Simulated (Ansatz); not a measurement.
Reaction (hydrogenolysis of a C–C bond): `CC1B[SiH2]O1` + H₂ → `B1CO[SiH2]1` + CH₄

Gas-phase electronic energies from Ansatz, PBE0-D4/def2-TZVP geometries. CCSD(T)/CBS is the MP2 limit (def2-TZVPP, def2-QZVPP) plus CCSD(T) − MP2 in def2-TZVPP, frozen cores. This one scheme is used for every species. Functionals use def2-TZVPP.

**Question.** Is it downhill or uphill in electronic energy at CCSD(T)/CBS, and by how much? (An estimate is asked.)

**Answer.** The calculation gave: Downhill: ΔE = -55.8 kJ/mol.

**Question.** What do these levels give: ωB97X-V, ωB97M-V, B2PLYP, BLYP, BHLYP, MP2/CBS(def2)? (An estimate is asked.)

**Answer.** Ansatz gave: ωB97X-V -58.4, ωB97M-V -58.9, B2PLYP -63.8, BLYP -69.5, BHLYP -71.0, MP2/CBS(def2) -52.2 kJ/mol.

Largest T1 diagnostic among the species: 0.013.

The D4 term adds +9.7 kJ/mol with B3LYP and +5.4 kJ/mol with PBE0; it sums over pairs of atoms, weighted by their polarisabilities, and B3LYP, whose exchange is more repulsive, gets the larger term. Leaving LDA and LC-ωPBE aside and taking each functional with its dispersion term where it has one, the values, not all of them listed here, spread over 14.5 kJ/mol, from B97M-V to revPBE-D4. LDA lies +9.0 kJ/mol from PBE without D4. In def2-TZVPP, CCSD(T) changes the Hartree–Fock value by +20.1 kJ/mol (the triples alone add +4.3 kJ/mol) and MP2 by +23.7 kJ/mol.

B3LYP here is the variant with VWN-RPA as its local correlation; programs differ in this.
